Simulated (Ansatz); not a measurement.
Computed with Ansatz.

Basis-set series for `[GaH3-][O+]1CCCC1`. Charge 0, multiplicity 1. Geometry: relaxed with PBE0-D4/def2-TZVP.

```csv
functional,basis,functions,energy (Eh),HOMO (eV),LUMO (eV)
PBE0-D4,def2-TZVPP,357,-2158.66845,-7.48,0.19
PBE0-D4,def2-QZVPP,704,-2158.72518,-7.49,0.04
ωB97M-V,def2-TZVPP,357,-2158.96525,-9.73,1.82
ωB97M-V,def2-QZVPP,704,-2159.02045,-9.74,1.38
```

(1) Give the rows for def2-SVP. (Best estimate.)

Answers

(1) The calculation gave: 
```tsv
functional	basis	functions	energy (Eh)	HOMO (eV)	LUMO (eV)
PBE0-D4	def2-SVP	157	-2158.16408	-7.43	0.39
ωB97M-V	def2-SVP	157	-2158.44858	-9.63	2.11
```

Positive LUMOs are unbound and depend on the basis. Scalar relativity is left out up to krypton.
